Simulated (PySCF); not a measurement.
A GIAO shielding run with PySCF (density fitting, non-relativistic, gas phase) on `InChI=1S/C3H11NOSi4/c1-3-8-5-7-4(2)9(8)6/h1,8-9H,7H2,2,6H3/t8-,9-/m1/s1`:

```
$ OMP_NUM_THREADS=1 python probes_run.py task.json out

{"job": {"kind": "nmr", "xc": "PBE0", "basis": "pcSseg-1"}, "charge": 0, "multiplicity": 1}
C      3.844716     1.210150    -0.544329
C      3.073475     0.338560    -0.241316
Si     1.861872    -0.976600     0.255449
O      1.162566    -1.537190    -1.126106
Si    -0.419132    -1.482834    -1.487318
N     -1.117723    -0.807190    -0.055749
C     -2.547937    -0.629274     0.016856
Si    -0.083338    -0.133834     1.198791
Si    -0.477001     2.145270     1.371543
H      4.524835     1.966617    -0.815913
H      2.617914    -2.135916     0.742062
H     -0.570812    -0.611657    -2.650536
H     -0.874955    -2.854917    -1.684483
H     -3.050330    -1.375626    -0.597261
H     -2.849811     0.362011    -0.338524
H     -2.890933    -0.739655     1.046837
H     -0.509831    -0.858765     2.428141
H      0.445053     2.754695     2.336374
H     -0.319906     2.892669     0.117459
H     -1.823871     2.484165     1.855300
```

Hardware: 1 thread of an Arm Neoverse N1, shared host. The job also computes population analyses, field gradients, ring-centre shieldings.

(1) How large is the calculation?

(2) How long does it take, and how much memory does it need?

Results:

(1) 100 electrons, 236 basis functions and 1316 auxiliary functions.

(2) 100 s of wall time, with 15 SCF cycles and 5 response iterations; peak memory 1.1 GiB. Times on a shared host scatter by some tens of per cent.
